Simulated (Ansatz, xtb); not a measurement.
## Relative energy of two isomers of C6H9NO

We compare I, `C[C@@H]1CC(C=O)=CN1`, a singlet, with II, `C[C@@H]1C[C@@H](C=O)C=N1`, a singlet. Both are isolated molecules in the gas phase, relaxed with B3LYP/def2-SVP, each in the lowest conformer that the search found.

Quicker runs give these differences E(II) − E(I): GFN2-xTB +0.246 eV; HF/STO-3G −0.485 eV (at GFN2-xTB geometries); r2SCAN-D4/def2-SVP +0.435 eV (at GFN2-xTB geometries).

Estimate which is lower in electronic energy at CCSD(T)/def2-SVP + ΔMP2/def2-TZVPP, and by roughly how much.

The CCSD(T)/def2-SVP + ΔMP2/def2-TZVPP calculation puts structure I lower, by 0.105 eV.

How the difference moves with the method:

```csv
level,geometry,E(II) − E(I) (eV),departure from the last row (eV),"job, with rough time for the two"
GFN2-xTB,GFN2-xTB,+0.246,+0.141,"optimisation, 0.27 s"
HF/STO-3G,GFN2-xTB,−0.485,−0.589,"single point, 0.8 s"
r2SCAN-D4/def2-SVP,GFN2-xTB,+0.435,+0.330,"single point, 9.3 s"
B3LYP/def2-SVP,B3LYP/def2-SVP,+0.339,+0.234,"optimisation, 3.3 min"
HF/def2-SVP,B3LYP/def2-SVP,+0.144,+0.039,part of the CCSD(T) run
MP2/def2-SVP,B3LYP/def2-SVP,+0.150,+0.045,part of the CCSD(T) run
CCSD(T)/def2-SVP,B3LYP/def2-SVP,+0.063,−0.042,single point
CCSD(T)/def2-SVP + ΔMP2/def2-TZVPP,B3LYP/def2-SVP,+0.105,,"single point, 5.2 min"
```

As drawn, II has 1 C–C, 1 C=N, 1 C–H in place of 1 C=C, 1 C–N, 1 N–H.

HF/STO-3G puts the two in the other order. The largest departure from CCSD(T)/def2-SVP + ΔMP2/def2-TZVPP is that of HF/STO-3G, 0.589 eV. The last row adds to CCSD(T) the change of the MP2 difference between the two basis sets, here +0.042 eV.

With thermal terms from frequencies at re-optimised GFN2-xTB minima (ideal gas, soft modes damped towards free rotors, one conformer each, 298.15 K, 1 atm): the zero-point term adds +0.001 eV; ΔH is +0.102 and ΔG +0.103 eV.

The correlated steps freeze 8 core orbitals. Run with Ansatz 0.2.0, xtb 6.7.1; the last row on 2 threads of Arm Neoverse V1 on a shared host.
